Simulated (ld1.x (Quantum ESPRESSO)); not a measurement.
**Building the ultrasoft potential for thulium (Tm) (PW91, scalar-relativistic).**

```json
{"Element": "Tm (Z = 69)", "Generator": "ld1.x (Quantum ESPRESSO) 7.5", "Type": "ultrasoft", "Functional": "PW91", "Relativity": "scalar-relativistic", "Frozen core": "[Kr] 4d10", "Valence charge": "23", "Reference configuration": "4f12.5 5s2 5p6 5d0.5 6s2 6p0", "Partial waves": "5s (bound): rcut 1.90, rcutus 2.25 bohr; 6s (bound): rcut 1.90, rcutus 2.25 bohr; 5p (bound): rcut 1.95, rcutus 2.35 bohr; 6p (bound, empty): rcut 1.95, rcutus 2.35 bohr; 5d (bound): rcut 2.15, rcutus 2.45 bohr; 5d channel at 0.3 Ry: rcut 2.15, rcutus 2.45 bohr; 4f (bound): rcut 1.00, rcutus 1.15 bohr; 4f channel at 2.9 Ry: rcut 1.00, rcutus 1.15 bohr", "Local potential": "all-electron potential smoothed inside 0.90 bohr (lloc = -1)", "Core correction": "a·sin(br)/r model core, default radius (core density twice the valence density)", "Augmentation charge": "PSQ, inside the norm-conserving radii"}
```

All-electron outer shells of the reference configuration (PW91, scalar-relativistic, ld1.x):

```json
{"shell": "4p", "level (eV)": "-330.04", "outermost node (bohr)": "0.26", "outermost maximum (bohr)": "0.49"}
{"shell": "4d", "level (eV)": "-175.27", "outermost node (bohr)": "0.24", "outermost maximum (bohr)": "0.50"}
{"shell": "5s", "level (eV)": "-55.65", "outermost node (bohr)": "0.59", "outermost maximum (bohr)": "1.08"}
{"shell": "5p", "level (eV)": "-28.78", "outermost node (bohr)": "0.63", "outermost maximum (bohr)": "1.24"}
{"shell": "4f", "level (eV)": "-6.33", "outermost node (bohr)": "–", "outermost maximum (bohr)": "0.49"}
{"shell": "6s", "level (eV)": "-4.28", "outermost node (bohr)": "1.48", "outermost maximum (bohr)": "3.21"}
{"shell": "5d", "level (eV)": "-1.46", "outermost node (bohr)": "0.71", "outermost maximum (bohr)": "1.97"}
{"shell": "6p", "level (eV)": "-1.30", "outermost node (bohr)": "1.81", "outermost maximum (bohr)": "4.50"}
```

Results:

```
Configuration tests                       : test run stopped at test 6 of 7 (negative rho)
Lowest eigenvalue of the overlap operator : -0.71 (p channel); it is negative, so in a basis up to 400 Ry S is not positive definite and the file is unfit for use
Density cutoff estimated by the generator : 653 Ry
```

The ghost test of this file was not conclusive. Its overlap operator is not positive definite in a basis up to 400 Ry (lowest eigenvalue s -0.20, p -0.71), so the file is unfit for use: the generalised eigenproblem breaks down once the basis is large enough, and its test numbers describe a broken file.

Generation and tests took about 3.7 s on one core of a shared server CPU.
